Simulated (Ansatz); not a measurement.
Relaxing a trial structure of C4H10B2

The starting geometry of this gas-phase singlet was optimised with GFN2-xTB; its bonds are those of `B[C@@H]1CC[C@@H]1B`.

| atom | x (Å) | y (Å) | z (Å) |
| --- | --- | --- | --- |
| C | -0.5550 | 1.0798 | -1.3807 |
| C | -0.5137 | 1.9730 | -0.1279 |
| C | -1.3896 | 0.9848 | 0.6488 |
| C | -1.4716 | 0.0466 | -0.5686 |
| B | 0.7290 | 0.3458 | -1.8729 |
| B | -0.7861 | -1.3536 | -0.5364 |
| H | 0.7252 | -0.1918 | -2.9120 |
| H | 1.6950 | 0.3228 | -1.2142 |
| H | -1.1438 | 1.5249 | -2.1842 |
| H | 0.4839 | 2.1054 | 0.2864 |
| H | -0.9642 | 2.9546 | -0.2702 |
| H | -0.9011 | 0.5417 | 1.5145 |
| H | -2.3517 | 1.3887 | 0.9613 |
| H | -2.4686 | 0.0337 | -1.0118 |
| H | -0.9818 | -2.1124 | -1.4049 |
| H | -0.0804 | -1.6559 | 0.3456 |

Question: Predict what becomes of its bonds when it is optimised with PBE-D3(BJ)/def2-SVP.

Answer: New bonds form, giving a structure with H8 bridging B6 and B5, given below by its coordinates. Distances that change by over a tenth: B5–H8 (1.17 → 1.32 Å). Contacts that close: C4–B5 (2.58 → 1.72 Å), B5–B6 (2.64 → 1.81 Å), B6–H8 (3.07 → 1.40 Å).

The energy falls by 1.28 eV over 20 steps:

| step | E − E(last) (eV) |
| --- | --- |
| 1 | 1.285 |
| 3 | 1.071 |
| 5 | 1.050 |
| 7 | 0.940 |
| 9 | 0.618 |
| 12 | 0.112 |
| 14 | 0.035 |
| 16 | 0.004 |
| 18 | 0.000 |
| 20 | 0.000 |

Final geometry (Å):

```yaml
atoms:
  - { symbol: C, position_ang: [-0.5099, 1.4602, -1.4175] }
  - { symbol: C, position_ang: [-0.3932, 1.9716, 0.0195] }
  - { symbol: C, position_ang: [-1.4618, 0.9628, 0.4636] }
  - { symbol: C, position_ang: [-1.3094, 0.0657, -0.8068] }
  - { symbol: B, position_ang: [0.0264, 0.1271, -1.8812] }
  - { symbol: B, position_ang: [-0.1130, -1.0861, -0.5477] }
  - { symbol: H, position_ang: [-0.1574, -0.3029, -2.9961] }
  - { symbol: H, position_ang: [0.9669, -0.4818, -1.1921] }
  - { symbol: H, position_ang: [-1.0818, 2.0691, -2.1384] }
  - { symbol: H, position_ang: [0.6054, 1.7823, 0.4608] }
  - { symbol: H, position_ang: [-0.6474, 3.0372, 0.1678] }
  - { symbol: H, position_ang: [-1.3138, 0.4362, 1.4267] }
  - { symbol: H, position_ang: [-2.4643, 1.4339, 0.4574] }
  - { symbol: H, position_ang: [-2.2271, -0.2956, -1.2986] }
  - { symbol: H, position_ang: [-0.2394, -2.1963, -1.0241] }
  - { symbol: H, position_ang: [0.3453, -0.9952, 0.5794] }
```

The end wasn't checked by frequencies. Run with Ansatz 0.2.0, 23 s on 2 threads of Intel(R) Xeon(R) 6975P-C (Granite Rapids), on a shared host.
